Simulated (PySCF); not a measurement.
**Ionisation energy of Fe¹³⁺ by level of theory**

Fe¹³⁺ [Ne] 3s2 3p1 (2P) → Fe¹⁴⁺ [Ne] 3s2 (1S), as a difference of total energies. All numbers are calculated (PySCF 2.14, scalar relativity by spin-free X2C-1e, in an uncontracted even-tempered set (19 s from 0.69 bohr⁻², ratio 2.5; 12 p from 0.9 bohr⁻², ratio 2.5; 5 d from 5 bohr⁻², ratio 2.7; 4 f from 7.5 bohr⁻², ratio 2.7)). Correlated levels: outer shells: 1s2 frozen; virtual orbitals above 40 to 60 times the deepest correlated orbital energy dropped. The calculations carry no spin-orbit coupling.

```json
{"method": "UHF", "ionisation energy (eV)": "389.59"}
{"method": "LDA", "ionisation energy (eV)": "390.86"}
{"method": "PBE", "ionisation energy (eV)": "390.95"}
{"method": "PBE0", "ionisation energy (eV)": "390.87"}
{"method": "r2SCAN", "ionisation energy (eV)": "390.96"}
{"method": "TPSSh", "ionisation energy (eV)": "391.07"}
{"method": "B2PLYP", "ionisation energy (eV)": "390.78"}
{"method": "MP2 (outer shells)", "ionisation energy (eV)": "390.13"}
{"method": "SCS-MP2 (outer shells)", "ionisation energy (eV)": "390.05"}
```

**Question.** How much does correlation contribute at MP2 (outer shells)?

**Answer.** 390.13 − (389.59) = 0.54 eV, measured against UHF.

A first-order spin-orbit estimate (lowest level to lowest level, LS coupling) adds 1.496 eV.

For comparison: 392.2 ± 0.7 eV (semi-empirical (NIST evaluation); NIST Atomic Spectra Database, ionization energies).
